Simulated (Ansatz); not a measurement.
`CC[CH2][AlH2]` + `BN` → `B[NH][AlH2]` + `CCC` at 298.15 K and 1 bar (ligand exchange at the Al–C bond).

Calculated with Ansatz (gas phase, PBE0-D4/def2-TZVP geometries, no zero-point term in ΔE). CCSD(T)/CBS is the MP2 limit (def2-TZVPP, def2-QZVPP) plus CCSD(T) − MP2 in def2-TZVPP, frozen cores. This one scheme is used for every species. One conformer a species, not always the lowest.

| species | CCSD(T)/CBS energy (Eh) | H − E (kJ/mol) | S (J/(mol·K)) |
| --- | --- | --- | --- |
| `CC[CH2][AlH2]` | -361.57379 | 298.1 | 339.3 |
| `BN` | -81.93499 | 137.2 | 228.1 |
| `B[NH][AlH2]` | -324.56557 | 151.1 | 289.3 |
| `CCC` | -118.98051 | 285.9 | 268.4 |

H − E and S are ideal-gas, rigid-rotor, harmonic terms from PBE0-D4/def2-TZVP, for one conformer and one mirror image of each species. 1 Eh = 2625.50 kJ/mol, R = 8.31446 J/(mol·K).

By hand: ΔE, ΔH, ΔS and ΔG.

ΔE = (-324.56557) + (-118.98051) − (-361.57379) − (-81.93499) = -0.03730 Eh = -97.9 kJ/mol. Δ(H − E) = 151.1 + 285.9 − 298.1 − 137.2 = 1.7, so ΔH = -96.2 kJ/mol. ΔS = 289.3 + 268.4 − 339.3 − 228.1 = -9.7 J/(mol·K). ΔG = -96.2 − 298.15 × (-9.7)/1000 = -93.3 kJ/mol.

By hand: the equilibrium constant, and the temperature at which ΔG would vanish if ΔH and ΔS stayed fixed.

log₁₀ K = −ΔG/(RT ln 10) = 16.3. ΔG = 0 at ΔH/ΔS = 9918 K, far beyond where these terms or the molecules hold.

The number of gas molecules stays the same, so ΔS is small and ΔH decides. A doubt of 5 kJ/mol in ΔE shifts log₁₀ K by 0.9 here. Other conformers and mirror images would add mixing entropy, several J/(mol·K) or more a flexible species. Modes under 60 cm⁻¹, often nearly free rotors, make the harmonic entropy too high. These are equilibria of isolated gas molecules and say nothing of rates. Largest T1 diagnostic: 0.012 (customary marks: 0.02 for closed shells, 0.045 for open ones).
